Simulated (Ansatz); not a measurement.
Born–Oppenheimer molecular dynamics of CH$_{7}$AlBrN (11 atoms, charge 0, multiplicity 1). It starts from a rough guess of a transition structure, not a stationary point.

Computed with UKS PBE/def2-SVP (Ansatz 0.2.0).

```json
{"ensemble": "NVE (velocity Verlet)", "time step": "0.5 fs", "steps asked": "150", "starting velocities drawn for": "600 K", "seed": "806577"}
```

First frame:

```xyz
11
Properties=species:S:1:pos:R:3
Al -1.411 -1.064 -0.224
Br 0.612 -2.111 -1.874
H -2.335 -0.113 -1.001
H -1.995 -2.118 0.729
H 0.954 -0.793 -0.417
N 0.424 -0.040 0.549
C 0.676 1.368 0.267
H 0.886 -0.333 1.405
H 0.267 1.994 1.065
H 0.178 1.634 -0.667
H 1.746 1.575 0.169
```

Problem. How far do the bonds stretch over the last three quarters of this one trajectory? (Pairs bonded in most of those frames.)

Solution. 
| bond | mean (Å) | spread (Å) | shortest | longest |
| --- | --- | --- | --- | --- |
| Al1–Br2 | 2.340 | 0.207 | 2.12 | 2.75 |
| Al1–H3 | 1.611 | 0.048 | 1.54 | 1.68 |
| Al1–H4 | 1.611 | 0.056 | 1.53 | 1.69 |
| Al1–N6 | 2.059 | 0.135 | 1.89 | 2.33 |
| H5–N6 | 1.094 | 0.141 | 0.88 | 1.29 |
| N6–C7 | 1.480 | 0.024 | 1.44 | 1.52 |
| N6–H8 | 1.034 | 0.015 | 1.01 | 1.06 |
| C7–H9 | 1.114 | 0.025 | 1.07 | 1.15 |
| C7–H10 | 1.125 | 0.068 | 1.02 | 1.22 |
| C7–H11 | 1.115 | 0.028 | 1.07 | 1.16 |

Mean temperature of the second half: 1002 K. The conserved energy stayed within 1.4 meV per atom of its start (net change -0.95 meV per atom), so the integration is sound. The kinetic energy rose, since the run started high on the potential surface and went downhill. A run of 0.075 ps of so small a system gives no equilibrium averages. The orbitals were unrestricted but ended closed-shell.

The run took 8.4 min on 4 threads of Arm Neoverse N1, on a shared host, peak memory 0.2 GiB.
